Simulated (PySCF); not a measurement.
Worked example: chemical shift, span and skew from a shielding tensor

Mg(Br)(Me) (CH3BrMg), SMILES [CH3][Mg][Br]. Atoms are numbered in the order given.

```xyz
6

Mg     0.0000     0.0000     1.1124
Br     0.0000     0.0000    -1.2332
C      0.0000     0.0000     3.1799
H     -0.8821    -0.5093     3.5783
H      0.0000     1.0186     3.5783
H      0.8821    -0.5093     3.5783
```

The structure is a stationary point at PBE0-D3(BJ)/def2-TZVP.

GIAO shieldings from HF/pcSseg-2 run with PySCF, non-relativistic, no solvent. The symmetric part of the tensor of C3 has the principal values 204.2, 220.7, 220.7 ppm. The same nucleus in TMS has σ = 193.3 ppm at this level (PySCF, at its B3LYP-D3(BJ)/def2-TZVP geometry). Without spin–orbit terms, shifts of atoms bonded to Cl or Br come out too high.

**Question.** Work out the isotropic shielding, the ¹³C shift against TMS, the span and the skew.

**Answer.** 
σ(iso) = (σ11 + σ22 + σ33)/3 = 215.2 ppm. δ = σ(ref) − σ(iso) = 193.3 − (215.2) = -21.9 ppm.
Span Ω = σ33 − σ11 = 16.5 ppm. Skew κ = 3(σ(iso) − σ22)/Ω = -1.00, an axial tensor. Tumbling in solution averages the tensor to δ; in a static solid the shielding alone would spread this spin-1/2 line over Ω.
